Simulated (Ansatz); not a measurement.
Input file for Ansatz (a quantum-chemistry and plane-wave program): U-CAM-B3LYP/def2-TZVPP on NbC, 2S+1 = 2, a spin state set in the input, which need not be the lowest, a point of a bond scan (R = 1.691 Å). Elements past Kr take the def2 small-core potentials; no spin–orbit coupling.

Ansatz 0.2 input:
```yaml
crystal:
  periodic: [false, false, false]
  atoms:
    - {symbol: Nb, position_ang: [0.00000000, 0.00000000, 0.00000000]}
    - {symbol: C, position_ang: [0.00000000, 0.00000000, 1.69075400]}
basis:
  gaussian:
    orbitals: def2-TZVPP
    pivot_positions_ang: [[0.00000000, 0.00000000, 0.00000000], [0.00000000, 0.00000000, 1.69075400]]
hamiltonian:
  xc: {name: CAM-B3LYP}
magnetization: {spin_polarized: true, initial_magnetization: 1}
output: {forces: true, orbitals: {seedname: ./end}}
```

Question: What total energy does the run end on?

Answer: -94.7942 hartree. Its determinant has ⟨S²⟩ = 1.09, a mixture of spin states.

Question: How many basis functions does it have, and what does it roughly cost on one machine?

Answer: 87 functions; roughly 9 core-seconds.
